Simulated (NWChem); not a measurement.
The numbers come from NWChem runs, not from measurements. System: CH$_{4}$OSi, charge 0, spin multiplicity 1, at a geometry optimised with B3LYP/def2-SVP. The structure started from a generated list of species. Level: G0W0@PBE/def2-SVPD, RI basis def2-svpd-rifit.

Input file:

```
start mol
memory heap 200 mb stack 700 mb global 1700 mb
geometry units angstroms nocenter noautoz
  O      0.783399     1.533433     0.000000
  C     -0.248279     0.903089     0.000000
  Si    -0.212638    -1.040000     0.000000
  H     -1.239086     1.443089     0.000000
  H      0.518202    -1.487766     1.217890
  H      0.518202    -1.487766    -1.217890
  H     -1.597905    -1.593548     0.000000
  symmetry group Cs
end
basis spherical
  * library def2-svpd
end
basis "ri basis" bse spherical
  * library def2-svpd-rifit
end
dft
  xc xpbe96 cpbe96
  iterations 100
  direct
  tolerances tight
end
task dft energy
gw
  states alpha occ 4 vir 2
end
task dft gw
```

NWChem printed:

```
             Northwest Computational Chemistry Package (NWChem) 7.3.0
             --------------------------------------------------------

                                NWChem Input Module
                                -------------------

 Scaling coordinates for geometry "geometry" by  1.889725989
 (inverse scale =  0.529177249)

 Turning off AUTOSYM since
 SYMMETRY directive was detected!

                             Geometry "geometry" -> ""
                             -------------------------

 Output coordinates in angstroms (scale by  1.889725989 to convert to a.u.)

  No.       Tag          Charge          X              Y              Z
 ---- ---------------- ---------- -------------- -------------- --------------
    1 O                    8.0000     0.78339900     1.53343300     0.00000000
    2 C                    6.0000    -0.24827900     0.90308900     0.00000000
    3 Si                  14.0000    -0.21263800    -1.04000000     0.00000000
    4 H                    1.0000    -1.23908600     1.44308900     0.00000000
    5 H                    1.0000     0.51820200    -1.48776600     1.21789000
    6 H                    1.0000     0.51820200    -1.48776600    -1.21789000
    7 H                    1.0000    -1.59790500    -1.59354800     0.00000000

 Effective nuclear repulsion energy (a.u.)      96.1148325418

            Nuclear Dipole moment (a.u.)
            ----------------------------
        X                 Y               Z
 ---------------- ---------------- ----------------
    -0.0000018897     0.0000132281     0.0000000000

      Symmetry information
      --------------------

 Group name             Cs
 Group number              2
 Group order               2
 No. of unique centers     6

      Symmetry unique atoms

     1    2    3    4    5    7


 Summary of "ao basis" -> "" (spherical)
 ------------------------------------------------------------------------------
       Tag                 Description            Shells   Functions and Types
 ---------------- ------------------------------  ------  ---------------------
 *                         def2-svpd                  on all atoms

 new library libraries.bse/

 Summary of "ri basis" -> "" (spherical)
 ------------------------------------------------------------------------------
       Tag                 Description            Shells   Functions and Types
 ---------------- ------------------------------  ------  ---------------------
 *                      def2-svpd-rifit               on all atoms

  pbe96 is a nonlocal functional; adding pw91lda local functional.

                                 NWChem DFT Module
                                 -----------------

 Summary of "ao basis" -> "ao basis" (spherical)
 ------------------------------------------------------------------------------
       Tag                 Description            Shells   Functions and Types
 ---------------- ------------------------------  ------  ---------------------
 O                         def2-svpd                 9       23   4s3p2d
 C                         def2-svpd                 8       20   4s2p2d
 Si                        def2-svpd                10       24   5s3p2d
 H                         def2-svpd                 4        8   2s2p

 Summary of "ao basis" -> "ao basis" (spherical)
 ------------------------------------------------------------------------------
       Tag                 Description            Shells   Functions and Types
[...]
     5     -0.259115  1 O  px                68     -0.256381  4 H  s
    27     -0.235294  2 C  s                 53      0.209174  3 Si py
    56      0.199464  3 Si py                29     -0.183413  2 C  py
     8     -0.181773  1 O  px                47      0.148043  3 Si s

 Vector   17  Occ=0.000000D+00  E=-1.122406D-01  Symmetry=a"
              MO Center= -1.6D-02,  7.8D-01, -2.3D-15, r^2= 2.3D+00
   Bfn.  Coefficient  Atom+Function         Bfn.  Coefficient  Atom+Function
  ----- ------------  ---------------      ----- ------------  ---------------
    30      0.470092  2 C  pz                 7     -0.418083  1 O  pz
    33      0.388550  2 C  pz                10     -0.327916  1 O  pz
    76     -0.105423  5 H  s                 84      0.105423  6 H  s
    59      0.092918  3 Si d -1              64      0.085435  3 Si d -1
    66      0.075011  3 Si d  1              40     -0.064739  2 C  d -1

 Vector   18  Occ=0.000000D+00  E=-1.855964D-02  Symmetry=a'
              MO Center= -5.0D-01, -7.7D-01, -1.6D-14, r^2= 5.9D+00
   Bfn.  Coefficient  Atom+Function         Bfn.  Coefficient  Atom+Function
  ----- ------------  ---------------      ----- ------------  ---------------
    27      2.582268  2 C  s                 47     -1.276837  3 Si s
     4     -1.013832  1 O  s                 69     -0.965570  4 H  s
    73     -0.338176  4 H  px                67      0.319851  3 Si d  2
    26      0.307138  2 C  s                 48      0.306867  3 Si s
    25     -0.295989  2 C  s                 11      0.282980  1 O  px

 Vector   19  Occ=0.000000D+00  E= 8.885942D-04  Symmetry=a'
              MO Center= -1.0D-01, -1.6D+00,  1.2D-15, r^2= 7.2D+00
   Bfn.  Coefficient  Atom+Function         Bfn.  Coefficient  Atom+Function
  ----- ------------  ---------------      ----- ------------  ---------------
    47      3.785271  3 Si s                 48     -3.304490  3 Si s
    27      1.027900  2 C  s                 77     -0.525187  5 H  s
    85     -0.525187  6 H  s                 93     -0.510321  7 H  s
    26     -0.320807  2 C  s                 56     -0.321841  3 Si py
    46      0.298685  3 Si s                 32      0.233298  2 C  py

 center of mass
 --------------
 x =   0.05629242 y =   0.09818917 z =   0.00000000

 moments of inertia (a.u.)
 ------------------
         319.984205426526         -77.949615530538           0.000000000000
         -77.949615530538          69.347790224009           0.000000000000
           0.000000000000           0.000000000000         367.978994712020

     Multipole analysis of the density
     ---------------------------------

     L   x y z        total         alpha         beta         nuclear
     -   - - -        -----         -----         ----         -------
     0   0 0 0     -0.000000    -16.000000    -16.000000     32.000000

     1   1 0 0     -0.655128     -0.327563     -0.327563     -0.000002
     1   0 1 0     -0.465143     -0.232578     -0.232578      0.000013
     1   0 0 1      0.000000      0.000000      0.000000      0.000000

     2   2 0 0    -20.687904    -29.160384    -29.160384     37.632864
     2   1 1 0     -2.201012    -19.986652    -19.986652     37.772291
     2   1 0 1     -0.000000     -0.000000     -0.000000      0.000000
     2   0 2 0    -21.727744    -96.383629    -96.383629    171.039514
     2   0 1 1     -0.000000     -0.000000     -0.000000      0.000000
     2   0 0 2    -19.476674    -15.035140    -15.035140     10.593606

 Task  times  cpu:        3.2s     wall:        3.2s

                                NWChem Input Module
                                -------------------

                                 NWChem GW Module
                                 ----------------

                             ***********************
                             ***        GW       ***
                             ***********************

 Summary of "ri basis" -> "ri basis" (spherical)
 ------------------------------------------------------------------------------
       Tag                 Description            Shells   Functions and Types
 ---------------- ------------------------------  ------  ---------------------
 O                      def2-svpd-rifit             20       64   7s6p5d2f
 C                      def2-svpd-rifit             20       64   7s6p5d2f
 Si                     def2-svpd-rifit             24       78   9s6p6d3f
 H                      def2-svpd-rifit              9       23   4s3p2d

                 Memory Information
                 ------------------
          Available GA per process is          1699.9 MBs
          Available stack per process is        700.0 MBs
          Available heap per process is           0.0 MBs

          Peak memory in Initialization
              Peak GA per process is                  4.8 MBs
              Peak stack per process is               0.1 MBs
              Peak heap per process is                5.0 MBs
              Memory not in MA per process            0.0 MBs

          Peak memory in AFF Calculation
              Peak GA per process is                 20.5 MBs
              Peak stack per process is              13.5 MBs
              Peak heap per process is                0.0 MBs
              Memory not in MA per process           13.5 MBs

          Computing 2-center integrals
          Computing Inverse Cholesky factor
          Computing 3-center integrals
          Computing V_xc ...

          Computing Sigma_x
          Computing RPA polarizability
          Solving quasiparticle equations

                  Alpha Orbitals
          State     Energy (eV)     Error (eV)
          -----------------------------------
@GW        13        -13.200           0.005
@GW        14        -12.017           0.002
@GW        15        -11.818           0.002
@GW        16         -8.575           0.002
@GW        17          0.351           0.002
@GW        18          2.018           0.002

   Applying  -2.7462 eV scissor-shift to rest of particle states

   Applying   3.4052 eV scissor-shift to rest of hole states

     GW Timing Statistics
   ------------------------
   Init.   :          0.0s
     ERIs  :          0.3s
     Distr.:          0.0s
     Vxc   :          0.1s
   Sigma_x :          0.0s
   RPA     :          0.2s
   Wmn     :          0.0s
   Sigma_c :          0.0s
   GW total:          0.7s

 Task  times  cpu:        0.7s     wall:        0.7s

 Total times  cpu:        4.0s     wall:        4.0s
```
